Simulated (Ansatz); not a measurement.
Ligand exchange: C2H5BrMg + CH2F2O → C2H6MgO + CHBrF2

Species: C2H5BrMg `C[CH2][Mg][Br]`, singlet; CH2F2O `OC(F)F`, singlet; C2H6MgO `C[CH2][Mg][OH]`, singlet; CHBrF2 (bromodifluoromethane) `FC(F)Br`, singlet. The partners trade Br for OH: Mg–Br and C–OH bonds give way to Mg–OH and C–Br.

Shapes, held fixed at every level: PBE0-D4/def2-TZVP. Flexible molecules stand in one conformer, not always the lowest. Programs: Ansatz 0.2.0. The zero-point and thermal change to 298 K, harmonic and unscaled (PBE0-D4/def2-TZVP), is -7.1 kJ/mol.

(1) Estimate ΔH(298 K) of this reaction.

Results:

(1) The highest level, CCSD(T)/def2-TZVPP, gives ΔH(298 K) = +133.1 kJ/mol; the levels span +125.5 to +186.3. The column of differences is taken from that level and isn't an error. No measured value is set beside it here. Relativity is left out for Br. Outer-core shells of Br, Mg are correlated, in sets that cover them unevenly.

| level | kind | ΔH(298 K) (kJ/mol) | less CCSD(T)/def2-TZVPP |
| --- | --- | --- | --- |
| HF/def2-SVP | Hartree–Fock | +186.3 | +53.2 |
| B3LYP-D4/def2-TZVPP | global hybrid | +125.5 | -7.6 |
| PBE0-D4/def2-TZVPP | global hybrid | +138.3 | +5.2 |
| r2SCAN0-D4/def2-TZVPP | global hybrid | +143.6 | +10.5 |
| B2PLYP/def2-TZVPP | double hybrid | +129.2 | -3.9 |
| MP2/def2-SVP | perturbation theory | +155.6 | +22.5 |
| CCSD/def2-TZVPP | coupled cluster or CI | +137.1 | +4.0 |
| CCSD(T)/def2-TZVPP | coupled cluster or CI | +133.1 | 0.0 |
